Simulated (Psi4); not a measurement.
F6Ti, charge -2, singlet, at a GFN2-xTB geometry (such geometries of metal compounds can be far from the true shape) (a gas-phase anion, which may not be bound at this level); B97M-V/STO-3G (Psi4).

Psi4 was given this input:
```
memory 2 GB

molecule {
-2 1
Ti   -0.00000000    0.00000000    0.00000000
F     1.10350812   -0.45756914   -1.41918531
F    -1.10350812    0.45756914    1.41918531
F    -1.17988332    0.81162927   -1.17911828
F    -0.91177399   -1.60408075   -0.19178056
F     0.91177399    1.60408075    0.19178056
F     1.17988332   -0.81162927    1.17911828
}

set {
  basis sto-3g
}

energy('b97m-v')
print_variables()
```

Write the output that Psi4 gives for this input, abridged.


```
   => Loading Basis Set <=

    Name: STO-3G
    Role: ORBITAL
    Keyword: BASIS

         ---------------------------------------------------------
                                   SCF
               by Justin Turney, Rob Parrish, Andy Simmonett
                          and Daniel G. A. Smith
                              RKS Reference
         ---------------------------------------------------------

  ==> Geometry <==

    Molecular point group: c2h
    Full point group: Ih

    Geometry (in Angstrom), charge = -2, multiplicity = 1:

       Center              X                  Y                   Z               Mass
    ------------   -----------------  -----------------  -----------------  -----------------
         TI           0.000000000000     0.000000000000     0.000000000000    47.947941980000
         F           -1.185470513666    -1.426830856876     0.000000000000    18.998403162730
         F            1.185470513666     1.426830856876     0.000000000000    18.998403162730
         F            1.426830854556    -1.185470519015     0.000000000000    18.998403162730
         F           -0.000000000000     0.000000000000    -1.855043569449    18.998403162730
         F            0.000000000000     0.000000000000     1.855043569449    18.998403162730
         F           -1.426830854556     1.185470519015     0.000000000000    18.998403162730

  Running in c2h symmetry.

  Rotational constants: A =      0.06446  B =      0.06446  C =      0.06446 [cm^-1]
  Rotational constants: A =   1932.55508  B =   1932.55508  C =   1932.55508 [MHz]
  Nuclear repulsion =  569.617444859941884

  Charge       = -2
  Multiplicity = 1
  Electrons    = 78
  Nalpha       = 39
  Nbeta        = 39

  ==> Algorithm <==

  SCF Algorithm Type is DF.
  DIIS enabled.
  MOM disabled.
  Fractional occupation disabled.
  Guess Type is SAD.
  Energy threshold   = 1.00e-06
  Density threshold  = 1.00e-06
  Integral threshold = 1.00e-12

  ==> Primary Basis <==

  Basis Set: STO-3G
    Blend: STO-3G
    Number of shells: 26
    Number of basis functions: 48
    Number of Cartesian functions: 49
    Spherical Harmonics?: true
    Max angular momentum: 2

  ==> DFT Potential <==

   => LibXC <=

    Version 7.1.2
    S. Lehtola, C. Steigemann, M. J. T. Oliveira, and M. A. L. Marques,  SoftwareX 7, 1–5 (2018) (10.1016/j.softx.2017.11.002)

   => Composite Functional: B97M-V <=

    B97M-V GGA Exchange-Correlation Functional

    N. Mardirossian and M. Head-Gordon,  J. Chem. Phys. 142, 074111 (2015) (10.1063/1.4907719)

    Deriv               =              1
    GGA                 =           TRUE
    Meta                =           TRUE

    Exchange Hybrid     =          FALSE
    MP2 Hybrid          =          FALSE

   => Exchange-Correlation Functionals <=

    1.0000   B97M-V exchange-correlation functional

   => LibXC Density Thresholds  <==

    XC_MGGA_XC_B97M_V:  1.00E-15

   => VV10 Non-Local Parameters <=

    VV10 B              =     6.0000E+00
    VV10 C              =     1.0000E-02

   => Molecular Quadrature <=

    Radial Scheme          =       TREUTLER
    Pruning Scheme         =           NONE
    Nuclear Scheme         =       TREUTLER

    Blocking Scheme        =         OCTREE
    BS radius alpha        =              1
    Pruning alpha          =              1
    Radial Points          =             75
    Spherical Points       =            302
    Total Points           =         150136
    Total Blocks           =           1200
    Max Points             =            256
    Max Functions          =             43
    Weights Tolerance      =       1.00E-15

   => Loading Basis Set <=

    Name: (STO-3G AUX)
    Role: JKFIT
    Keyword: DF_BASIS_SCF

  ==> Integral Setup <==

  SCF_SUBTYPE=INCORE selected. In-core MEM_DF algorithm will be used.
  Using in-core AOs.

  ==> MemDFJK: Density-Fitted J/K Matrices <==

    J tasked:                   Yes
    K tasked:                    No
    wK tasked:                   No
    Algorithm:                 Core
    Schwarz Cutoff:           1E-12
    Mask sparsity (%):       3.9062
    Fitting Condition:        1E-10

   => Auxiliary Basis Set <=

  Basis Set: (STO-3G AUX)
    Blend: DEF2-UNIVERSAL-JKFIT
    Number of shells: 208
    Number of basis functions: 726
    Number of Cartesian functions: 935
    Spherical Harmonics?: true
    Max angular momentum: 6

  Minimum eigenvalue in the overlap matrix is 2.9461000044E-01.
  Reciprocal condition number of the overlap matrix is 1.6039210308E-01.
    Using symmetric orthogonalization.

  ==> Pre-Iterations <==

  SCF Guess: Superposition of Atomic Densities via on-the-fly atomic UHF (no occupation information).

   -------------------------
    Irrep   Nso     Nmo
   -------------------------
     Ag        18      18
     Bg         6       6
     Au         8       8
     Bu        16      16
   -------------------------
    Total      48      48
   -------------------------

  ==> Iterations <==

                           Total Energy        Delta E     RMS |[F,P]|

   @DF-RKS iter SAD: -1428.93936023540732   -1.42894e+03   0.00000e+00
   @DF-RKS iter   1: -1431.01135883847974   -2.07200e+00   1.44052e-02 DIIS/ADIIS
   @DF-RKS iter   2: -1430.67691511013004    3.34444e-01   3.40314e-02 DIIS/ADIIS
   @DF-RKS iter   3: -1431.10146680789740   -4.24552e-01   3.03496e-03 DIIS/ADIIS
   @DF-RKS iter   4: -1431.10531709700876   -3.85029e-03   2.08415e-04 DIIS/ADIIS
   @DF-RKS iter   5: -1431.10533582686958   -1.87299e-05   1.04516e-05 DIIS
   @DF-RKS iter   6: -1431.10533587153145   -4.46619e-08   2.91699e-06 DIIS
   @DF-RKS iter   7: -1431.10533587551140   -3.97995e-09   7.16041e-08 DIIS
  Energy and wave function converged.

  ==> Post-Iterations <==

   Electrons on quadrature grid:
      Ntotal   =   77.9994351950 ; deviation = -5.648e-04

    Orbital Energies [Eh]
    ---------------------

    Doubly Occupied:

[...]
    Virtual:

[...]
    Final Occupation by Irrep:
             Ag    Bg    Au    Bu
    DOCC [    14,    4,    7,   14 ]
    NA   [    14,    4,    7,   14 ]
    NB   [    14,    4,    7,   14 ]

  @DF-RKS Final Energy: -1431.10533587551140

   => Energetics <=

    Nuclear Repulsion Energy =            569.6174448599418838
    One-Electron Energy =               -3163.2301955634084152
    Two-Electron Energy =                1268.9880297884819811
    DFT Exchange-Correlation Energy =    -106.8036875333770013
    Empirical Dispersion Energy =           0.0000000000000000
    VV10 Nonlocal Energy =                  0.3230725728502185
    Total Energy =                      -1431.1053358755114004

Computation Completed

Properties will be evaluated at   0.000000,   0.000000,   0.000000 [a0]

Properties computed using the SCF density matrix

 Multipole Moments:

 ------------------------------------------------------------------------------------
     Multipole            Electronic (a.u.)      Nuclear  (a.u.)        Total (a.u.)
 ------------------------------------------------------------------------------------

 L = 1.  Multiply by 2.5417464519 to convert [e a0] to [Debye]
 Dipole X            :          0.0000000            0.0000000            0.0000000
 Dipole Y            :          0.0000000            0.0000000            0.0000000
 Dipole Z            :          0.0000000            0.0000000            0.0000000
 Magnitude           :                                                    0.0000000

 ------------------------------------------------------------------------------------

  Variable Map:
  ----------------------------------------------------------------------------
[...]
  Array Variable Map:
  ----------------------------------------------------------------------------
[...]
[...]
```
